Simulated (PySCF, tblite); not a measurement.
Isomers of C4H6Cl2Si. Method: GFN2-xTB as coded in tblite; computed harmonic values from a numerical Hessian at the method's own geometry, unscaled. This tight-binding method is rough: wavenumbers can miss measured ones by several per cent, in bad cases by 10 to 20. Modes of hydrogen on silicon can be 10 to 20 % off. One conformer each.

Electronic energies: PBE0/pcSseg-1 single points on the GFN2-xTB geometries (PySCF, gas phase).

| SMILES | electronic energy, lowest = 0 (kcal/mol) |
| --- | --- |
| ClCC1=C[SiH2][C@H]1Cl | 0.0 |
| ClC[SiH2]C1(Cl)C=C1 | 29.2 |
| [SiH3]CC#CC(Cl)Cl | 25.2 |
| ClC[SiH2]C1=C[C@@H]1Cl | 23.4 |

How do GFN2-xTB zero-point energies change the relative energies?

| SMILES | ZPE (kcal/mol) | of it from modes above 1550 cm⁻¹ | electronic (kcal/mol) | with ZPE, lowest = 0 (kcal/mol) | lowest mode (cm⁻¹) | rings |
| --- | --- | --- | --- | --- | --- | --- |
| ClCC1=C[SiH2][C@H]1Cl | 52.1 | 26.1 | 0.0 | 0.0 | 36 | 1 |
| ClC[SiH2]C1=C[C@@H]1Cl | 50.8 | 26.6 | 23.4 | 22.1 | 12 | 1 |
| [SiH3]CC#CC(Cl)Cl | 49.1 | 25.9 | 25.2 | 22.3 | 11i | 0 |
| ClC[SiH2]C1(Cl)C=C1 | 50.4 | 26.9 | 29.2 | 27.5 | 29 | 1 |

The zero-point energies span 3.0 kcal/mol, from `[SiH3]CC#CC(Cl)Cl` to `ClCC1=C[SiH2][C@H]1Cl`. Slightly imaginary modes are left out of the zero-point energy: `[SiH3]CC#CC(Cl)Cl` 10.9i cm⁻¹. The order is unchanged.

And how do the electronic energies of GFN2-xTB itself compare?

`ClCC1=C[SiH2][C@H]1Cl` 0.0; `ClC[SiH2]C1=C[C@@H]1Cl` 27.0; `[SiH3]CC#CC(Cl)Cl` 6.1; `ClC[SiH2]C1(Cl)C=C1` 31.8 kcal/mol, lowest = 0. Against the energies above, taken from the same isomer `ClCC1=C[SiH2][C@H]1Cl`, the largest difference is 19.1 kcal/mol.
